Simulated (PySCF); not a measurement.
## Ionisation energy of Ti by level of theory

Ti [Ar] 3d2 4s2 (3F) → Ti⁺ [Ar] 3d2 4s1 (4F), as a difference of total energies. Calculation: PySCF 2.14, in cc-pVTZ-DK (7s6p4d2f1g, 68 functions); the spin-free X2C one-electron Hamiltonian (Gaussian nucleus). Correlated levels: valence: [Ar] frozen. The calculations carry no spin-orbit coupling.

| method | ionisation energy (eV) |
| --- | --- |
| UHF | 5.557 |
| PBE0 | 6.570 |
| PBE | 6.691 |
| MP2 (valence) | 6.346 |
| SCS-MP2 (valence) | 6.515 |

Errors of the correlated levels include the incompleteness of this basis and the frozen core.

MP2 underrates the near-degeneracy of ns² with np² in the lower species.

Which method comes closest to the reference value, and which is furthest?

The reference is 6.828 eV (measured; NIST levels, between the centres of gravity of the two terms). Closest: PBE (error -0.137 eV); furthest: UHF (error -1.271 eV).
